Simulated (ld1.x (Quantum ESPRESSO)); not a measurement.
# Which change was made? (I, TM)

- Element: I (Z = 53)
- Generator: ld1.x (Quantum ESPRESSO) 7.5
- Type: norm-conserving Troullier–Martins (Kleinman–Bylander form)
- Functional: LDA (PZ)
- Relativity: fully relativistic
- Frozen core: [Kr]
- Valence charge: 17
- Reference configuration: 4d10 5s1.75 5p5.25
- Partial waves: 5s (bound): rc 1.50 bohr; 5p (bound): rc 1.75 bohr; 4d (bound): rc 1.50 bohr
- Local potential: all-electron potential smoothed inside 1.60 bohr (lloc = -1)
- Core correction: a·sin(br)/r model core, default radius (core density twice the valence density)

Open shells are filled in proportion to 2j + 1 (rel_dist='average').

Cutoffs, loose and tight: the cutoffs (Ry, on a coarse ladder) from which the occupation-weighted sum of valence levels, in a spherical-Bessel basis at the reference potential, stays within 10 and 1 mRy of its value at 400 Ry. They do not see the model core or the augmentation charge, which bear on the density cutoff. Test errors are all-electron minus pseudo excitation energies from the reference, over the configurations 4d10 5s2 5p5; 4d10 5s2 5p4; 4d10 5s2 5p3; 4d10 5s2 5p4.5; 4d10 5s2 5p1; 4d9 5s2 5p6; 4d10 5s1 5p5; variants that change the core or the reference have their own tests.

The base gives: outcome: generated; cutoff, loose: 100 Ry; cutoff, tight: 180 Ry; bound ghosts: s; largest test error (meV): -196.

Q: After one change the result is: outcome: generated; cutoff, loose: 140 Ry; cutoff, tight: 200 Ry; bound ghosts: s; largest test error (meV): -239. Which change was it?
A. wave 4d (bound): rc 1.50 bohr becomes 4d (bound): rc 0.98 bohr
B. wave 4d (bound): rc 1.50 bohr becomes 4d (bound): rc 1.72 bohr
C. wave 4d (bound): rc 1.50 bohr becomes 4d (bound): rc 2.14 bohr

A: A. The others give: wave 4d (bound): rc 1.50 bohr becomes 4d (bound): rc 2.14 bohr → outcome: generated; cutoff, loose: 70 Ry; cutoff, tight: 120 Ry; bound ghosts: s; largest test error (meV): +130 | wave 4d (bound): rc 1.50 bohr becomes 4d (bound): rc 1.72 bohr → outcome: generated; cutoff, loose: 90 Ry; cutoff, tight: 160 Ry; bound ghosts: s; largest test error (meV): -111.
